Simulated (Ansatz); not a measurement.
`O[SiH](F)[SiH2]S` + `C[SeH]` → `C[Se][SiH2]S` + `O[SiH2]F`  (cleavage of the Si–Si bond)

Calculated with Ansatz (gas phase, PBE0-D4/def2-TZVP geometries, no zero-point term in ΔE). CCSD(T)/CBS is the MP2 limit (def2-TZVPP, def2-QZVPP) plus CCSD(T) − MP2 in def2-TZVPP, frozen cores. Functionals use def2-TZVPP. B3LYP here is the variant with VWN-RPA as its local correlation; programs differ in this. For Se outer-core shells are correlated without core-valence functions, which leaves a few kJ/mol of doubt a bond. Scalar relativity is left out up to krypton. One conformer a species, not always the lowest.

| level | ΔE (kcal/mol) |
| --- | --- |
| r2SCAN-D4 | -17.4 |
| B3LYP-D4 | -17.3 |
| r2SCAN | -17.4 |
| PBE0 | -16.5 |
| B3LYP | -17.1 |
| HF/def2-TZVPP | -20.1 |
| SCS-MP2/def2-TZVPP | -20.7 |
| CCSD(T)/def2-TZVPP | -18.4 |

**Question.** What does CCSD(T)/CBS give? (Best estimate.)

**Answer.** Ansatz gave: -19.3 kcal/mol. The listed levels differ from it by 1.9, 2.0, 1.9, 2.8, 2.2, -0.8, -1.4, 0.9 kcal/mol.

Largest T1 diagnostic among the species: 0.013.

From PBE to PBE0 (25 % exact exchange), in def2-TZVPP and without D4, ΔE moves by −1.4 kcal/mol.
